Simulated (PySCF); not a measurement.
O₂Pt, neutral, multiplicity 3. Atoms are numbered in the order given.

```xyz
3

Pt     0.0000     0.0000     0.1007
O      0.0000    -1.6412    -0.4908
O      0.0000     1.6412    -0.4908
```
Charge 0, spin multiplicity 3.

Geometry optimised at B3LYP-D3(BJ)/def2-TZVP. The multiplicity is an assumed one; other spin states were not compared. The def2 effective core potentials stand for the cores of Pt; spin–orbit coupling is left out.

Method: PySCF with PBE/def2-TZVPD.

Mulliken values depend strongly on the basis, most of all with diffuse functions as here. ESP charges are fitted to the potential on shells at 1.4 to 2.0 van der Waals radii. Atomic charges (e):

```tsv
atom	Mulliken	ESP fit	Mulliken spin
Pt1	0.68	[?]	1.12
O2	-0.34	[?]	0.44
O3	-0.34	[?]	0.44
```

Problem. Some entries are withheld; supply them. (Estimate from the structure and the level; the computed values follow.)

Solution. 
- Pt1, ESP fit: 0.54
- O2, ESP fit: -0.27
- O3, ESP fit: -0.27
